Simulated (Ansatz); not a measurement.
Mulliken charges of C2H3GaS (`C#[C][GaH][SH]`) from ωB97M-V/def2-TZVPP in Ansatz (PBE0-D4/def2-TZVP geometry).

```csv
atom,x (Å),y (Å),z (Å),charge (e)
C1,-1.808,-0.922,-0.517,-0.060
C2,-0.858,-0.431,0.047,-0.381
Ga3,0.650,0.349,0.918,0.352
S4,2.242,1.118,-0.379,-0.256
H5,-2.647,-1.356,-1.010,0.226
H6,0.811,0.468,2.455,-0.006
H7,1.610,0.773,-1.513,0.125
```

Question: By hand: the dipole of these point charges (1 e Å = 4.8032 D).

Answer: Σ q r = (-0.312, -0.156, 0.001) e Å, of length 0.349 e Å = 1.68 D.

Question: How does the dipole of the full density compare? (An estimate is asked.)

Answer: The calculation gave: (-0.244, -0.124, -0.051) e Å, 1.34 D; the point charges give 1.25 times that, at 11° from its direction.

Point charges leave out the atoms' own dipoles, such as those of lone pairs, and Mulliken's split depends on the basis, so the two needn't agree.
